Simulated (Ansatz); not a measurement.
B6As5H18⁻, a cluster cut from wurtzite BAs (hydrogen-capped), relaxed as a singlet with RKS PBE-D4/def2-SVP in Ansatz, starting from the GFN2-xTB geometry. Force threshold 0.03 eV/Å.

Start:

Cartesian coordinates in Å:
```
B 2.004 -1.563 -0.187
As 0.232 -1.701 0.834
As 1.415 1.265 1.624
B -0.041 -0.080 2.092
B -1.452 -2.075 -0.272
As -1.801 0.787 1.546
As 1.678 0.069 -1.389
B 1.862 1.809 -0.296
B 0.076 -0.069 -2.670
As -1.557 -0.410 -1.467
B -2.287 1.194 -0.397
H 2.894 -1.315 0.605
H 2.205 -2.566 -0.817
H 0.385 -2.901 1.849
H 2.648 0.837 2.394
H 1.286 2.478 2.565
H -0.027 -0.359 3.260
H -1.325 -3.089 -0.904
H -2.413 -2.103 0.475
H -2.893 0.013 2.256
H -2.076 1.977 2.485
H 2.920 0.142 -2.340
H 2.973 2.262 -0.325
H 1.031 2.622 -0.609
H 0.233 -1.015 -3.399
H -0.062 0.960 -3.277
H -2.720 -0.696 -2.477
H -1.709 2.214 -0.673
H -3.479 1.311 -0.486
```

| step | energy (eV) | largest force component (eV/Å) | SCF passes |
| --- | --- | --- | --- |
| 1 | -308469.7539 | 1.084 | 20 |
| 2 | -308469.9182 | 0.492 | 19 |
| 3 | -308470.0302 | 0.196 | 19 |
| 4 | -308470.0492 | 0.027 | 20 |

Force components are those of the run's own axes.

End:

```xyz
29

B     2.000   -1.589   -0.193
As    0.234   -1.728    0.883
As    1.456    1.297    1.654
B    -0.045   -0.045    2.101
B    -1.441   -2.099   -0.278
As   -1.848    0.806    1.573
As    1.712    0.079   -1.398
B     1.850    1.840   -0.294
B     0.074   -0.060   -2.655
As   -1.592   -0.410   -1.479
B    -2.286    1.228   -0.395
H     2.946   -1.404    0.573
H     2.095   -2.598   -0.886
H     0.377   -2.862    1.902
H     2.694    0.753    2.356
H     1.250    2.531    2.542
H    -0.037   -0.295    3.297
H    -1.206   -3.087   -0.968
H    -2.436   -2.202    0.441
H    -2.908   -0.080    2.218
H    -2.054    2.039    2.462
H     2.935    0.126   -2.317
H     2.983    2.311   -0.311
H     0.968    2.632   -0.602
H     0.239   -1.057   -3.357
H    -0.066    0.990   -3.278
H    -2.731   -0.713   -2.455
H    -1.656    2.242   -0.664
H    -3.505    1.353   -0.472
```

By distances, no bond broke or formed. The bond that changes most is As2–H14, from 1.58 to 1.53 Å (atoms count from 1).

No frequencies were taken in this run, so the end may be a saddle point.

Run time 26 s (2 threads of AMD EPYC 7R13 on a shared host and a share (18 GiB) of an NVIDIA H100 80GB HBM3), peak host memory 1 GiB.
